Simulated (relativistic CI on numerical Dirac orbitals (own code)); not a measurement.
**Inner-shell lines of Ne⁷⁺**

These numbers are calculated, not measured: Dirac-Coulomb-Breit CI, separate exchange-only KLI orbitals for each configuration, model QED, valence Slater integrals scaled by 0.9 (own radial code, finite nucleus).

Configurations in the expansion: 1s2 2s, 1s 2s 2p, 1s 2s 3p, 1s 2p2, 1s 2p 3p, 1s2 2p. Levels of other configurations are missing.

The table holds the strongest lines. The upper levels have an inner-shell vacancy. Auger decay, open to those above the ionisation limit, is not computed, and radiative decays to configurations outside the model are missing too. Absolute energies can be off by a few tenths of a per cent, so close lines can change order. LS names give the leading component, which can be well under half, for lower levels too. Brackets number the levels in order of energy.

| E (eV) | Upper | Lower | A (s⁻¹) | gA (s⁻¹) |
| --- | --- | --- | --- | --- |
| 904.77 | 1s 2p2 2D_5/2 [14] | 1s2 2p 2P°_3/2 [3] | 4.76e+12 | 2.86e+13 |
| 904.84 | 1s 2p2 2D_3/2 [15] | 1s2 2p 2P°_3/2 [3] | 4.03e+11 | 1.61e+12 |
| 905.05 | 1s 2p2 2D_3/2 [15] | 1s2 2p 2P°_1/2 [2] | 4.41e+12 | 1.76e+13 |
| 906.39 | 1s 2p2 2P_1/2 [16] | 1s2 2p 2P°_3/2 [3] | 4.84e+12 | 9.68e+12 |
| 906.60 | 1s 2p2 2P_1/2 [16] | 1s2 2p 2P°_1/2 [2] | 1.04e+13 | 2.08e+13 |
| 906.60 | 1s 2p2 2P_3/2 [17] | 1s2 2p 2P°_3/2 [3] | 1.31e+13 | 5.25e+13 |
| 906.80 | 1s 2p2 2P_3/2 [17] | 1s2 2p 2P°_1/2 [2] | 2.10e+12 | 8.41e+12 |
| 907.46 | 1s 2s 2p 2P°_1/2 [7] | 1s2 2s 2S_1/2 [1] | 8.89e+12 | 1.78e+13 |
| 907.58 | 1s 2s 2p 2P°_3/2 [8] | 1s2 2s 2S_1/2 [1] | 9.02e+12 | 3.61e+13 |
| 911.49 | 1s 2p2 2S_1/2 [18] | 1s2 2p 2P°_3/2 [3] | 3.71e+12 | 7.43e+12 |
| 911.69 | 1s 2p2 2S_1/2 [18] | 1s2 2p 2P°_1/2 [2] | 1.49e+12 | 2.98e+12 |
| 913.77 | 1s 2s 2p 2P°_1/2 [12] | 1s2 2s 2S_1/2 [1] | 5.10e+11 | 1.02e+12 |
| 913.81 | 1s 2s 2p 2P°_3/2 [13] | 1s2 2s 2S_1/2 [1] | 3.81e+11 | 1.53e+12 |
| 1034.82 | 1s 2p 3p 2P_3/2 [30] | 1s2 2p 2P°_3/2 [3] | 7.38e+11 | 2.95e+12 |
| 1034.84 | 1s 2p 3p 2P_1/2 [31] | 1s2 2p 2P°_3/2 [3] | 3.22e+11 | 6.44e+11 |
| 1035.02 | 1s 2p 3p 2P_3/2 [30] | 1s2 2p 2P°_1/2 [2] | 1.72e+11 | 6.89e+11 |
| 1035.04 | 1s 2p 3p 2P_1/2 [31] | 1s2 2p 2P°_1/2 [2] | 7.28e+11 | 1.46e+12 |
| 1035.11 | 1s 2p 3p 4S_3/2 [32] | 1s2 2p 2P°_3/2 [3] | 9.27e+10 | 3.71e+11 |
| 1035.31 | 1s 2p 3p 4S_3/2 [32] | 1s2 2p 2P°_1/2 [2] | 2.34e+10 | 9.34e+10 |
| 1037.90 | 1s 2p 3p 2D_3/2 [36] | 1s2 2p 2P°_3/2 [3] | 2.70e+11 | 1.08e+12 |
| 1038.10 | 1s 2p 3p 2D_5/2 [37] | 1s2 2p 2P°_3/2 [3] | 1.54e+12 | 9.26e+12 |
| 1038.10 | 1s 2p 3p 2D_3/2 [36] | 1s2 2p 2P°_1/2 [2] | 1.30e+12 | 5.19e+12 |
| 1039.74 | 1s 2p 3p 2S_1/2 [38] | 1s2 2p 2P°_3/2 [3] | 1.23e+12 | 2.46e+12 |
| 1039.95 | 1s 2p 3p 2S_1/2 [38] | 1s2 2p 2P°_1/2 [2] | 6.23e+11 | 1.25e+12 |
| 1042.37 | 1s 2p 3p 2D_5/2 [39] | 1s2 2p 2P°_3/2 [3] | 1.05e+11 | 6.28e+11 |
| 1042.39 | 1s 2p 3p 2D_3/2 [40] | 1s2 2p 2P°_3/2 [3] | 2.54e+10 | 1.02e+11 |
| 1042.48 | 1s 2s 3p 2P°_3/2 [22] | 1s2 2s 2S_1/2 [1] | 1.62e+12 | 6.50e+12 |
| 1042.51 | 1s 2s 3p 2P°_1/2 [23] | 1s2 2s 2S_1/2 [1] | 1.63e+12 | 3.25e+12 |
| 1042.59 | 1s 2p 3p 2D_3/2 [40] | 1s2 2p 2P°_1/2 [2] | 5.69e+10 | 2.28e+11 |
| 1043.11 | 1s 2p 3p 2P_1/2 [41] | 1s2 2p 2P°_3/2 [3] | 3.22e+11 | 6.44e+11 |
| 1043.20 | 1s 2p 3p 2P_3/2 [42] | 1s2 2p 2P°_3/2 [3] | 7.39e+11 | 2.95e+12 |
| 1043.31 | 1s 2p 3p 2P_1/2 [41] | 1s2 2p 2P°_1/2 [2] | 5.38e+11 | 1.08e+12 |
| 1043.40 | 1s 2p 3p 2P_3/2 [42] | 1s2 2p 2P°_1/2 [2] | 1.41e+11 | 5.65e+11 |
| 1050.34 | 1s 2s 3p 2P°_1/2 [28] | 1s2 2s 2S_1/2 [1] | 6.32e+11 | 1.26e+12 |
| 1050.42 | 1s 2s 3p 2P°_3/2 [29] | 1s2 2s 2S_1/2 [1] | 6.32e+11 | 2.53e+12 |
